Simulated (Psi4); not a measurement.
Approach curve of the dimer H4Ge ··· COS (SMILES [GeH4] and O=C=S), singlet. Monomers: optimised at B3LYP-D3(BJ) (def2-TZVP), held rigid. Orientation: a higher rigid-body minimum at GFN2-xTB. Only R, the distance of the centres of mass, is varied, so the lowest point isn't the relaxed dimer.

Geometry at R = 4.40 Å (first 5 atoms: monomer A):
```
8

Ge     0.0000     0.0000     0.0000
H     -0.8646    -0.6263    -1.1041
H      0.2608     1.4771    -0.3300
H      1.3381    -0.7487     0.0890
H     -0.7343    -0.1021     1.3451
O      2.1513     0.8274    -2.0183
C      3.2591     1.1404    -1.9187
S      4.7569     1.5635    -1.7840
```

Level of theory: SAPT0/jun-cc-pVDZ, frozen core (Psi4 1.11).

Components in kcal/mol:

```csv
R / Å,electrostatics,exchange,induction,dispersion,total
3.83,-12.98,32.34,-3.13,-5.43,10.81
4.03,-7.39,18.28,-1.71,-3.80,5.38
4.23,-4.20,10.16,-0.93,-2.68,2.34
4.40,-2.60,6.09,-0.56,-2.02,0.91
4.59,-1.53,3.40,-0.32,-1.48,0.06
4.80,-0.87,1.75,-0.17,-1.07,-0.35
5.14,-0.37,0.58,-0.06,-0.65,-0.49
5.41,-0.20,0.24,-0.03,-0.45,-0.44
5.87,-0.09,0.05,-0.01,-0.25,-0.29
6.62,-0.03,0.00,0.00,-0.10,-0.13
7.60,-0.01,0.00,0.00,-0.04,-0.05
8.88,0.00,0.00,0.00,-0.01,-0.02
```
